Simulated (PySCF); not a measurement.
## Electron correlation in Cl³⁺ (chlorine, charge +3)

[Ne] 3s2 3p2, high-spin 3P determinant. Computed with PySCF 2.14 in def2-QZVPPD (10s7p5d2f1g, 79 functions), with no relativity, point nucleus. Frozen: [Ne]; 4 electrons correlated.

```json
{"level": "CCSD", "correlation energy (mhartree)": "-99.82"}
{"level": "(T)", "correlation energy (mhartree)": "-2.43"}
{"level": "CCSD(T)", "correlation energy (mhartree)": "-102.25"}
```

Diagnostics: T1 = 0.0079, D1 = 0.0200, largest double amplitude 0.103.

Task: Is a single reference adequate?

Result: Mostly. T1 lies below 0.03, but a double amplitude of this size points to a near-degeneracy that CCSD handles and MP2 describes poorly.
